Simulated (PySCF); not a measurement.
GeHI3, SMILES [I][GeH]([I])[I].

Geometry: B3LYP-D3(BJ)/def2-SVP. The def2 effective core potentials stand for the cores of I; spin–orbit coupling is left out.

Two levels are set side by side: TDA-PBE/def2-SVPD (PySCF) and TDA-ωB97X/def2-SVPD (PySCF). Vertical, same geometry. The lowest singlet is HOMO→LUMO 100 % with PBE and HOMO→LUMO 92 % with the other functional; states are paired by order. Differences are taken from unrounded values.

```tsv
quantity	TDA-ωB97X
lowest singlet excitation (eV)	4.07
lowest triplet excitation (TDA) (eV)	3.65
```

Question: What does TDA-PBE give, and how far is it from TDA-ωB97X? (The exact figures need the calculation; the answer reports its results.)

Answer: 
```json
[
 {"quantity": "lowest singlet excitation (eV)", "TDA-PBE": "2.99", "TDA-PBE minus TDA-ωB97X": "-1.08"},
 {"quantity": "lowest triplet excitation (TDA) (eV)", "TDA-PBE": "2.73", "TDA-PBE minus TDA-ωB97X": "-0.92"}
]
```

A lower first singlet is the usual sign of a functional without exact exchange. Differences between two approximate levels are no errors against the true value.

Rough cost on one machine, each run with all the roots and properties that it gave: TDA-ωB97X against TDA-PBE about 5 times.
